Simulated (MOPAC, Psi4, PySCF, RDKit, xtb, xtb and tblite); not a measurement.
Two geometries of H3BrSeSi, SMILES [SeH][SiH2]Br, singlet, relaxed at GFN2-xTB with one dihedral held; other torsions can differ between them too.

Structure A

```
6

Se     1.6513    -0.6112    -0.5092
Si    -0.5355    -0.2673     0.0120
Br    -1.6973    -1.8138    -1.0577
H      2.1140     0.4892     0.2941
H     -0.7782    -0.4749     1.4303
H     -1.0002     1.0172    -0.4859
```

Structure B

```
6

Se    -1.6518    -0.5910    -0.4655
Si     0.5559    -0.2482    -0.0209
Br     0.8027     0.6496     1.9915
H     -2.1427     0.5047     0.3263
H      1.1401     0.7137    -0.9408
H      1.2032    -1.5457     0.0113
```

Task: Which is lower in energy at the level DF-MP2 (frozen core)/cc-pVTZ // GFN2-xTB (Psi4), and by how much?

Result: A is lower, by 1.36 kJ/mol (dihedral H4–Se1–Si2–Br3: 180° in A, 30° in B).

E(B) − E(A) in kJ/mol at the other levels, on the same two geometries: GFN2-xTB (xtb and tblite) -1.85; PBE0/def2-TZVP // GFN2-xTB (Psi4) 1.14; PBE0-D3(BJ)/def2-TZVP // GFN2-xTB (Psi4) 0.91; PBE/def2-TZVP // GFN2-xTB (Psi4) 0.83; PBE-D3(BJ)/def2-TZVP // GFN2-xTB (Psi4) 0.60; M06-2X/def2-TZVP // GFN2-xTB (Psi4) 0.71; HF/cc-pVTZ // GFN2-xTB (Psi4) 1.48; UFF // GFN2-xTB (RDKit) 1.93; PM6, restricted, heats of formation // GFN2-xTB (MOPAC) 1.75; AM1, restricted, heats of formation // GFN2-xTB (MOPAC) 0.71; GFN1-xTB // GFN2-xTB (xtb) 7.78; restricted B3LYP/6-31G*, spherical d // GFN2-xTB (PySCF) -0.17; restricted BP86/6-31G*, spherical d // GFN2-xTB (PySCF) -0.56; restricted B3LYP/3-21G // GFN2-xTB (PySCF) -4.03.
